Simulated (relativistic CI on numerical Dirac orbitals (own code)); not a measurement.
**Exchange splitting of the 3s photoelectron line of Cr3+**

Problem. Cr3+ ([Ar] 3d3) has the spin S = 3/2. The exchange integral with a hole in 3s, calculated from Dirac-KLI orbitals and scaled by 0.8, is G^2(3s,3d) = 9.414 eV, with l = 2 the orbital momentum of the open shell. Find the splitting and the intensity ratio of the 3s line.

Working.
1. The electron left in 3s couples its spin to S, giving S + ½ = 2 and S − ½ = 1.
2. Van Vleck's theorem gives ΔE = (2S + 1) G^l/(2l + 1) = 4 × 9.414/5 = 7.53 eV, with the high-spin state at lower binding energy.
3. The intensities follow the multiplicities, (2S + 2) : 2S = (S + 1) : S = 1.67.

Check. The full multiplet calculation with spin-orbit coupling puts the centres of the two groups of its strongest lines 7.53 eV apart. Measured splittings are much smaller, often about half, when hole and open shell share n, because correlation inside the n = 3 shell lowers the low-spin state; the low-spin line also loses weight to satellites, so measured ratios exceed (S + 1)/S. The splitting still grows with S and serves to read the spin state.
